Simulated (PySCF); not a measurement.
**Two-component Hartree-Fock for Er(59+) (erbium, charge +59)**

Start: [He] 2s2 2p5; 2p1/2 filled at m_j = -1/2, +1/2; 2p3/2 filled at m_j = -1/2, +1/2, +3/2. Calculated with PySCF 2.14 in an even-tempered Gaussian basis (17 s from 41 bohr⁻², ratio 2.4; 13 p from 53 bohr⁻², ratio 2.4; 5 d from 190 bohr⁻², ratio 2.6; 4 f from 280 bohr⁻², ratio 2.6): generalised Hartree-Fock with the X2C-1e Hamiltonian and a Gaussian nucleus; one run each with spin-orbit coupling (SO) switched off, then screened by Boettger's factors.

```json
{"spinor shell": "1s1/2", "electrons": "2", "ε, spin-free (eV)": "-62997.8", "ε, screened SO (eV)": "-62977.4", "weight of nominal j (screened SO)": "1.000", "rms radius, screened SO (bohr)": "0.0231"}
{"spinor shell": "2s1/2", "electrons": "2", "ε, spin-free (eV)": "-14584.8", "ε, screened SO (eV)": "-14578.9", "weight of nominal j (screened SO)": "1.000", "rms radius, screened SO (bohr)": "0.0913"}
{"spinor shell": "2p1/2", "electrons": "2", "ε, spin-free (eV)": "-13528.6", "ε, screened SO (eV)": "-14204.8", "weight of nominal j (screened SO)": "1.000", "rms radius, screened SO (bohr)": "0.0776"}
{"spinor shell": "2p3/2", "electrons": "3", "ε, spin-free (eV)": "-13528.6", "ε, screened SO (eV)": "-13242.1", "weight of nominal j (screened SO)": "1.000", "rms radius, screened SO (bohr)": "0.0838"}
```

```csv
quantity,spin-free,screened SO
E (hartree),-8689.55015,-8708.58102
M_J,3/2,3/2
⟨J²⟩,3.750,3.750
⟨L²⟩,2.000,2.017
⟨S²⟩,0.750,0.767
```

Each row is a mean over spinors that exchange with the open shell spreads, by up to 58.216 eV (2s1/2).

Breit and QED terms are absent; they matter most for the inner s and p1/2 levels.

Densities and radii are taken from the X2C orbitals without a picture-change correction, which distorts them close to the nucleus.

Without spin-orbit coupling the j labels of p, d and f shells carry no meaning; the spin-free column gives the mean over the occupied spinors of each nl shell.
